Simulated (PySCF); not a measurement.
**31P chemical shifts**

- σ from GIAO-PBE0/pcSseg-1
- geometry: GFN2-xTB
- code: PySCF 2.14
- no solvent, no relativistic terms, single conformer, fast rotation and ring inversion assumed for equivalent nuclei

Shieldings were converted by a linear fit to measured shifts: 31P (scatter 18.1 ppm rms vs H3PO4, solution or neat liquid). Occasional misses reach two or three times the rms, and more in compound classes unlike the fitted ones.

Problem. Give the 31P shifts of `C/C=C/[P@@](C)(=O)/C=C/P`, `C=CC[P@](C)(=O)P`, `C=C[P@](C)(=O)CP`, `C#C[P@H](=O)CCP(C)C`, `C=C[P@@H](=S)/C=C/PC`, `COc1pcc(C)s1`.

Solution. 
```json
{"compound": "[CH3:1]/[CH:2]=[CH:3]/[P@@:4]([CH3:5])(=[O:6])/[CH:7]=[CH:8]/[PH2:9]", "environment": "P4: phosphorus bonded to 3 C, O", "δ (ppm)": "-0.5"}
{"compound": "[CH3:1]/[CH:2]=[CH:3]/[P@@:4]([CH3:5])(=[O:6])/[CH:7]=[CH:8]/[PH2:9]", "environment": "P9: phosphorus bonded to C, 2 H", "δ (ppm)": "-119.0"}
{"compound": "[CH2:1]=[CH:2][CH2:3][P@:4]([CH3:5])(=[O:6])[PH2:7]", "environment": "P4: phosphorus bonded to 2 C, O, P", "δ (ppm)": "26.4"}
{"compound": "[CH2:1]=[CH:2][CH2:3][P@:4]([CH3:5])(=[O:6])[PH2:7]", "environment": "P7: phosphorus bonded to P, 2 H", "δ (ppm)": "-141.7"}
{"compound": "[CH2:1]=[CH:2][P@:3]([CH3:4])(=[O:5])[CH2:6][PH2:7]", "environment": "P3: phosphorus bonded to 3 C, O", "δ (ppm)": "9.3"}
{"compound": "[CH2:1]=[CH:2][P@:3]([CH3:4])(=[O:5])[CH2:6][PH2:7]", "environment": "P7: phosphorus bonded to C, 2 H", "δ (ppm)": "-174.4"}
{"compound": "[CH:1]#[C:2][P@H:3](=[O:4])[CH2:5][CH2:6][P:7]([CH3:8])[CH3:9]", "environment": "P3: phosphorus bonded to 2 C, O, H", "δ (ppm)": "-19.0"}
{"compound": "[CH:1]#[C:2][P@H:3](=[O:4])[CH2:5][CH2:6][P:7]([CH3:8])[CH3:9]", "environment": "P7: phosphorus bonded to 3 C", "δ (ppm)": "-62.1"}
{"compound": "[CH2:1]=[CH:2][P@@H:3](=[S:4])/[CH:5]=[CH:6]/[PH:7][CH3:8]", "environment": "P3: phosphorus bonded to 2 C, S, H", "δ (ppm)": "-3.8"}
{"compound": "[CH2:1]=[CH:2][P@@H:3](=[S:4])/[CH:5]=[CH:6]/[PH:7][CH3:8]", "environment": "P7: phosphorus bonded to 2 C, H", "δ (ppm)": "-88.4"}
{"compound": "COc1pcc(C)s1", "environment": "phosphorus bonded to 2 C, in a 5-membered ring", "δ (ppm)": "120.1"}
```
